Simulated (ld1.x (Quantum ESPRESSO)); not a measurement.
**Scattering properties, PAW potential for lanthanum (La)**

| Item | Value |
| --- | --- |
| Element | La |
| Generator | ld1.x (Quantum ESPRESSO) 7.5 |
| Type | PAW |
| Functional | PBE |
| Relativity | scalar-relativistic |
| Frozen core | [Kr] 4d10 |
| Valence charge | 11 |
| Reference configuration | 4f0 5s2 5p6 5d1 6s2 6p0 |
| Partial waves | 5s (bound): rcut 2.05, rcutus 2.55 bohr; 6s (bound): rcut 2.05, rcutus 2.55 bohr; 5p (bound): rcut 2.90, rcutus 3.40 bohr; 6p (bound, empty): rcut 2.90, rcutus 3.40 bohr; 5d (bound): rcut 3.70, rcutus 4.25 bohr; 5d channel at 1.05 Ry: rcut 3.70, rcutus 4.25 bohr; 4f (bound, empty): rcut 0.65, rcutus 0.85 bohr; 4f channel at 0.1 Ry: rcut 0.65, rcutus 0.85 bohr |
| Local potential | all-electron potential smoothed inside 4.25 bohr (lloc = -1) |
| Core correction | Bessel-smoothed model core inside 0.45 bohr |
| Augmentation charge | PSQ, inside the norm-conserving radii |

The phase is arctan(r·u′/u) with u = r·R(r), unwrapped; energies in Ry, scanned from -5 to 5 Ry. A pole is an energy at which the radial function vanishes at the test radius. The pseudo phase is shifted by a multiple of π to meet the all-electron one at the reference energy, and phase errors are pseudo minus all-electron; the curves can meet again beyond the range given. Levels narrower than the energy grid can be missing from the lists of poles.

```tsv
channel	radius (bohr)	reference energy (Ry)	poles, all-electron	poles, pseudo	unbroken range about the reference energy with phases within 0.05 rad	phase error 1 Ry above the reference energy (rad)
s	4.60	-0.27	-2.86, 0.28, 3.15	-2.86, 0.29, 3.54	below 1.1	+0.010
p	4.60	-0.10	-1.64, 0.83, 3.88	-1.64, 0.85, 4.69	below 1.7	+0.007
d	4.60	-0.23	-0.09, 1.90	-0.09, 1.96	below 2.6	+0.015
f	4.60	-0.32	-0.31, 1.33, 3.62	-0.31, 1.40, 4.63	below 1.7	+0.020
```

Phases in the s channel:

```tsv
E (Ry)	all-electron	pseudo
-5.00	1.469	1.469
-4.74	1.466	1.466
-4.48	1.463	1.463
-4.22	1.459	1.459
-3.96	1.455	1.455
-3.70	1.450	1.450
-3.44	1.445	1.445
-3.18	1.439	1.439
-2.92	1.428	1.428
-2.66	-1.716	-1.716
-2.40	-1.726	-1.726
-2.14	-1.738	-1.738
-1.88	-1.753	-1.753
-1.62	-1.774	-1.773
-1.36	-1.802	-1.802
-1.10	-1.847	-1.847
-0.84	-1.933	-1.932
-0.58	-2.170	-2.168
-0.32	-3.469	-3.469
-0.06	-4.476	-4.475
0.20	-4.678	-4.676
0.46	-4.774	-4.769
0.72	-4.853	-4.843
0.98	-4.953	-4.929
1.24	-5.162	-5.081
1.50	-6.013	-5.534
1.76	-7.308	-6.918
2.02	-7.609	-7.488
2.28	-7.718	-7.654
2.54	-7.776	-7.731
2.80	-7.815	-7.778
3.06	-7.845	-7.810
3.32	-7.871	-7.836
3.58	-7.896	-7.857
3.84	-7.923	-7.877
4.10	-7.957	-7.897
4.36	-8.007	-7.918
4.62	-8.097	-7.944
4.88	-8.344	-7.977
```
